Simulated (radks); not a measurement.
Values are calculated unless marked as measured or tabulated.
Problem. Numerical settings for neutral cadmium, [Kr] 4d10 5s2. Level of theory: Dirac Kohn-Sham, PBE, spin-unpolarised, spherical densities, finite nucleus; Fermi nuclear charge, rms radius 4.6087 fm (a radial shooting solver on a logarithmic mesh with Libxc functionals). The defaults (mesh step 0.008 in ln r, mesh end at 40 bohr or more with all orbitals vanishing there, Anderson mixing 0.5 over 9 steps, residual threshold near 1e-9 with the energy settled to 1e-9 hartree or 1e-11 of itself, here a cap of 77 iterations) give E = -5595.9086 hartree and 5s1/2 at -5.660 eV in 14 iterations. Run on one thread of a shared host, so times are rough (Intel(R) Xeon(R) Platinum 8559C): 0.11 s of CPU time, 0.11 s wall, 14 iterations on 2437 mesh points. One setting is changed at a time: mesh step in ln r 0.12; mesh step in ln r 0.003; mesh step in ln r 0.03; mesh end (bohr) 400; mesh end (bohr) 20; residual threshold 1e-05; residual threshold 1e-13; mixing 1.5; linear mixing, mixing 0.5; linear mixing, mixing 0.2; mixing history 20; iteration cap 8. Which runs fail to converge, and which converge to a wrong energy?

Solution. Not converged within the cap: mesh step in ln r 0.12; linear mixing, mixing 0.2; iteration cap 8. No run marked as converged misses the energy by more than 1 mhartree.
